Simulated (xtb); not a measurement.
xtb input:

```bash
xtb mol.xyz --gfn 2 --ohess tight --chrg -1 --uhf 0
```
mol.xyz:
```
7

Si     0.69215468    -0.10434483     0.17816792
C     -1.25926903    -0.23414559     0.05947768
Cl     1.55917398    -1.53703260    -0.88865211
Cl     1.22571347     1.68771925    -0.51147541
H      1.11111091    -0.17997701     1.56404900
H     -1.71779020     0.52039633     0.63484997
H     -1.51392108    -0.17591521    -0.98988601
```

Task: What final total energy does it print?

Result: -14.75285 Eh (GFN2-xTB).

It need not be the lowest isomer of its formula. Whether it binds its extra electron was not tested at this geometry.
